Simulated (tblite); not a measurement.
C6H11FSSi.
Numbering: `[CH3:1][S:2][CH2:3][SiH2:4][C:5]1=[CH:6][CH2:7][C@H:8]1[F:9]` (hydrogens: H10, H11, H12 on C1; H13, H14 on C3; H15, H16 on Si4; H17 on C6; H18, H19 on C7; H20 on C8)

Computed with GFN2-xTB (tblite), gas phase: L-BFGS steps from a force-field or distance-geometry start until the largest atomic force falls under 0.01 eV/Å.

Step 0: E = -763.8119 eV
```
atom  x, y, z in Å  |  force x, y, z in eV/Å
C1      3.9668    0.5935   -0.5760    0.729   0.689  -1.375
S2      3.0542   -0.6139    0.3730    0.990  -0.822   1.555
C3      1.3967   -0.9727   -0.2240   -0.136  -0.513  -1.171
Si4     0.3749    0.5648    0.0056   -0.912   0.841   1.117
C5     -1.4228    0.0547    0.1005    1.279   0.477  -0.304
C6     -2.0788   -0.9709    0.5943    0.734  -2.787   1.577
C7     -3.4256   -0.5359    0.1968   -1.728  -0.837   1.592
C8     -2.7006    0.6383   -0.3600   -0.073   1.641  -2.253
F9     -2.9684    1.8662    0.1936   -0.298   0.001  -0.360
H10     5.0156    0.6414   -0.1791   -1.073  -0.352  -0.131
H11     3.5703    1.6258   -0.5254   -0.069  -0.655  -0.070
H12     4.0349    0.2357   -1.6379   -0.113   0.498   0.805
H13     1.4705   -1.2395   -1.2963   -0.043  -0.234   0.516
H14     1.0327   -1.8428    0.3658    0.488   0.627  -0.456
H15     0.5491    1.5612   -1.0386    0.136   0.085  -0.191
H16     0.6870    1.0955    1.3653    0.023  -0.017  -0.431
H17    -1.7354   -1.8646    1.1449   -0.299   0.496  -0.467
H18    -4.0744   -0.2766    1.0792    0.284  -0.336  -0.911
H19    -3.9380   -1.2047   -0.5185   -0.009   0.458   0.389
H20    -2.8139    0.6551   -1.4760    0.091   0.740   0.571
```

Step 1: E = -764.1004 eV
```
atom  x, y, z in Å  |  force x, y, z in eV/Å
C1      3.9772    0.6033   -0.5956    0.170   0.123  -0.298
S2      3.0684   -0.6256    0.3952    0.639  -0.401   0.754
C3      1.3948   -0.9800   -0.2408    0.071   0.259  -0.195
Si4     0.3619    0.5768    0.0215    0.034   0.491   0.498
C5     -1.4046    0.0616    0.0961   -1.362  -1.587   0.453
C6     -2.0683   -1.0107    0.6168    0.314   1.646  -0.839
C7     -3.4502   -0.5478    0.2196    0.813  -0.134   0.197
C8     -2.7016    0.6618   -0.3922    0.116  -0.406   0.198
F9     -2.9727    1.8662    0.1885   -0.278   0.217  -0.374
H10     5.0003    0.6364   -0.1809   -0.575  -0.241  -0.075
H11     3.5693    1.6165   -0.5264   -0.170  -0.357  -0.083
H12     4.0332    0.2428   -1.6264   -0.080   0.252   0.140
H13     1.4698   -1.2428   -1.2890    0.049  -0.328  -0.079
H14     1.0397   -1.8338    0.3593    0.337   0.386  -0.356
H15     0.5511    1.5624   -1.0413    0.106   0.017  -0.072
H16     0.6873    1.0953    1.3592    0.086   0.098  -0.128
H17    -1.7397   -1.8575    1.1383    0.250  -0.878   0.421
H18    -4.0704   -0.2814    1.0661   -0.298  -0.078  -0.062
H19    -3.9381   -1.1981   -0.5129   -0.183   0.209   0.286
H20    -2.8126    0.6656   -1.4678   -0.039   0.711  -0.383
```

Step 2: E = -764.1973 eV
```
atom  x, y, z in Å  |  force x, y, z in eV/Å
C1      3.9820    0.6074   -0.6044   -0.162  -0.153   0.201
S2      3.0802   -0.6337    0.4105    0.403  -0.190   0.303
C3      1.3952   -0.9785   -0.2475    0.244   0.515   0.136
Si4     0.3591    0.5862    0.0319   -0.151   0.111   0.148
C5     -1.4176    0.0427    0.1009    0.099   0.160  -0.296
C6     -2.0616   -0.9994    0.6116   -0.360  -0.476   0.292
C7     -3.4459   -0.5526    0.2278    0.623   0.037  -0.187
C8     -2.7004    0.6624   -0.3977   -0.058  -0.440   0.420
F9     -2.9773    1.8690    0.1824   -0.199   0.130  -0.366
H10     4.9890    0.6320   -0.1824   -0.209  -0.168  -0.003
H11     3.5668    1.6095   -0.5277   -0.235  -0.179  -0.067
H12     4.0318    0.2478   -1.6217   -0.071   0.096  -0.208
H13     1.4703   -1.2479   -1.2881    0.099  -0.299  -0.229
H14     1.0458   -1.8266    0.3530    0.235   0.248  -0.258
H15     0.5529    1.5629   -1.0429    0.065  -0.011  -0.012
H16     0.6885    1.0965    1.3560    0.116   0.183   0.092
H17    -1.7375   -1.8671    1.1421    0.076  -0.296   0.080
H18    -4.0732   -0.2837    1.0621   -0.326  -0.034   0.095
H19    -3.9405   -1.1938   -0.5078   -0.153   0.142   0.278
H20    -2.8128    0.6775   -1.4707   -0.036   0.623  -0.420
```

Step 3: E = -764.2526 eV
```
atom  x, y, z in Å  |  force x, y, z in eV/Å
C1      3.9818    0.6070   -0.6056   -0.318  -0.311   0.265
S2      3.0924   -0.6408    0.4228    0.191  -0.079   0.021
C3      1.3994   -0.9696   -0.2487    0.369   0.449   0.073
Si4     0.3548    0.5924    0.0394   -0.088   0.005  -0.070
C5     -1.4207    0.0378    0.0978    0.269   0.123  -0.164
C6     -2.0644   -1.0042    0.6152   -0.019  -0.519   0.317
C7     -3.4348   -0.5544    0.2291   -0.064   0.068   0.009
C8     -2.7009    0.6563   -0.3944   -0.096  -0.120  -0.041
F9     -2.9828    1.8723    0.1735   -0.149  -0.002  -0.307
H10     4.9802    0.6272   -0.1831    0.041  -0.109   0.055
H11     3.5619    1.6033   -0.5294   -0.272  -0.083  -0.028
H12     4.0300    0.2518   -1.6227   -0.082   0.033  -0.238
H13     1.4721   -1.2551   -1.2913    0.124  -0.158  -0.061
H14     1.0525   -1.8191    0.3459    0.168   0.184  -0.167
H15     0.5549    1.5630   -1.0439    0.039  -0.027   0.034
H16     0.6909    1.1000    1.3559    0.122   0.224   0.201
H17    -1.7355   -1.8757    1.1447    0.020  -0.175   0.012
H18    -4.0796   -0.2854    1.0614   -0.132  -0.072  -0.053
H19    -3.9440   -1.1893   -0.5008   -0.118   0.085   0.214
H20    -2.8134    0.6932   -1.4786   -0.003   0.483  -0.072
```

Task: Estimate the geometry and energy of step 4. (The exact step hangs on the optimiser's Hessian estimate; all steps are aligned on step 3, rigid shifts and turns removed.)

Result: E = -764.3064 eV, largest force 0.487 eV/Å
```
atom  x, y, z in Å  |  force x, y, z in eV/Å
C1      3.9750    0.5999   -0.6031   -0.294  -0.343   0.183
S2      3.1113   -0.6514    0.4386   -0.089   0.012  -0.273
C3      1.4126   -0.9506   -0.2507    0.413   0.179  -0.014
Si4     0.3484    0.6011    0.0473    0.082  -0.075  -0.194
C5     -1.4220    0.0284    0.0938    0.241   0.040  -0.025
C6     -2.0633   -1.0155    0.6234    0.099  -0.238   0.141
C7     -3.4272   -0.5559    0.2341   -0.406   0.029   0.062
C8     -2.7032    0.6492   -0.3959   -0.027   0.127  -0.250
F9     -2.9927    1.8758    0.1563   -0.071  -0.127  -0.182
H10     4.9703    0.6189   -0.1827    0.189  -0.030   0.062
H11     3.5499    1.5936   -0.5319   -0.278  -0.065   0.040
H12     4.0258    0.2577   -1.6278   -0.111  -0.028  -0.120
H13     1.4770   -1.2666   -1.2946    0.176   0.077   0.162
H14     1.0645   -1.8056    0.3336    0.101   0.169  -0.058
H15     0.5581    1.5626   -1.0444    0.002  -0.016   0.062
H16     0.6965    1.1092    1.3599    0.090   0.224   0.208
H17    -1.7326   -1.8910    1.1487   -0.015  -0.086  -0.019
H18    -4.0889   -0.2895    1.0576   -0.014  -0.032  -0.035
H19    -3.9508   -1.1820   -0.4879   -0.107  -0.042   0.083
H20    -2.8140    0.7225   -1.4871    0.018   0.225   0.168
```

The energy changes by -0.0539 eV. The first-order estimate −F·Δx gives -0.0808 eV and the mean of the old and new forces, exact on a quadratic surface, -0.0538 eV. The step makes an angle of 39° with the force vector and moves no atom by more than 0.031 Å.

What follows is the cost of the whole relaxation. The run took 1.3 s of wall time on Arm Neoverse V2, one thread, shared host with 192 logical CPUs at a one-minute load of 85.
